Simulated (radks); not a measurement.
Effect of the nuclear size on neutral lutetium, [Xe] 4f14 5d1 6s2. All-electron calculation, Dirac Kohn-Sham, BLYP, spin-unpolarised, spherical densities, finite nucleus; open shells are shared between the two j in proportion to 2j + 1; Fermi nuclear charge, rms radius 5.37 fm. Program: a radial shooting solver on a logarithmic mesh with Libxc functionals. The rms radius is varied about that value; shifts are against it.

[
 {"rms radius (fm)": "4.4517", "total energy shift (eV)": "-14.0", "density at nucleus (e/bohr^3)": "1.18e+06", "1s1/2 shift (meV)": "-5720", "2s1/2 shift (meV)": "-785", "5s1/2 shift (meV)": "-6.28", "5p1/2 shift (meV)": "0.489", "6s1/2 shift (meV)": "-0.359", "5d5/2 shift (meV)": "0.334", "6p1/2 (empty) shift (meV)": "0.133"},
 {"rms radius (fm)": "5.1713", "total energy shift (eV)": "-3.19", "density at nucleus (e/bohr^3)": "1.125e+06", "1s1/2 shift (meV)": "-1300", "2s1/2 shift (meV)": "-178", "5s1/2 shift (meV)": "-1.43", "5p1/2 shift (meV)": "0.111", "6s1/2 shift (meV)": "-0.082", "5d5/2 shift (meV)": "0.076", "6p1/2 (empty) shift (meV)": "0.030"},
 {"rms radius (fm)": "5.37", "total energy shift (eV)": "0", "density at nucleus (e/bohr^3)": "1.112e+06", "1s1/2 shift (meV)": "0.000", "2s1/2 shift (meV)": "0.000", "5s1/2 shift (meV)": "0.000", "5p1/2 shift (meV)": "0.000", "6s1/2 shift (meV)": "0.000", "5d5/2 shift (meV)": "0.000", "6p1/2 (empty) shift (meV)": "0.000"},
 {"rms radius (fm)": "5.7298", "total energy shift (eV)": "5.99", "density at nucleus (e/bohr^3)": "1.089e+06", "1s1/2 shift (meV)": "2440", "2s1/2 shift (meV)": "335", "5s1/2 shift (meV)": "2.68", "5p1/2 shift (meV)": "-0.208", "6s1/2 shift (meV)": "0.153", "5d5/2 shift (meV)": "-0.142", "6p1/2 (empty) shift (meV)": "-0.057"},
 {"rms radius (fm)": "6.4655", "total energy shift (eV)": "19.0", "density at nucleus (e/bohr^3)": "1.048e+06", "1s1/2 shift (meV)": "7760", "2s1/2 shift (meV)": "1060", "5s1/2 shift (meV)": "8.51", "5p1/2 shift (meV)": "-0.662", "6s1/2 shift (meV)": "0.487", "5d5/2 shift (meV)": "-0.452", "6p1/2 (empty) shift (meV)": "-0.181"}
]

Slopes of the eigenvalues against <r^2> in GHz/fm^2, as finite differences over the two radii next to the reference (eigenvalue slopes, not the field-shift constants of lines): 1s1/2 149000, 2s1/2 20400, 5s1/2 163, 5p1/2 -12.7, 6s1/2 9.32, 5d5/2 -8.66, 6p1/2 (empty) -3.46.
